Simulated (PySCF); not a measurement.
Atoms are numbered as in `[H]/[P:1]=[P:2]\[c:3]1[cH:4][cH:5][cH:6][cH:7][cH:8]1`. Hydrogens are named by the atom that carries them.

GIAO PBE0/pcSseg-1 shifts (PySCF 2.14, gas phase, non-relativistic, equivalent atoms averaged), each against references optimised in the same way as the molecule (H3PO4, TMS).

On the GFN2-xTB geometry: P2 652.5, P1 549.4, C3 167.2, C6 135.2, C4/C8 133.7, C5/C7 133.7, H(P1) 10.40, H(C4)/H(C8) 7.74, H(C5)/H(C7) 7.71, H(C6) 7.66 ppm.

Question: What changes on the PBE0-D3(BJ)/def2-SVP geometry?

Answer: 
```csv
atoms,δ (ppm),change
P2,619.4,-33.1
P1,453.9,-95.5
C3,159.2,-8.0
C6,137.3,+2.1
C4/C8,135.0,+1.3
C5/C7,134.0,+0.3
H(P1),10.12,-0.28
H(C4)/H(C8),7.85,+0.11
H(C5)/H(C7),7.60,-0.11
H(C6),7.55,-0.11
```

Bonds between heavy atoms that differ most (equivalent bonds averaged): C3–C4 1.392 → 1.404 Å, C4–C5 1.382 → 1.392 Å, C5–C6 1.385 → 1.395 Å. Mean change of bonds to hydrogen: P–H +0.031 Å, C–H +0.012 Å. The two structures also differ in conformation, which adds to the changes.
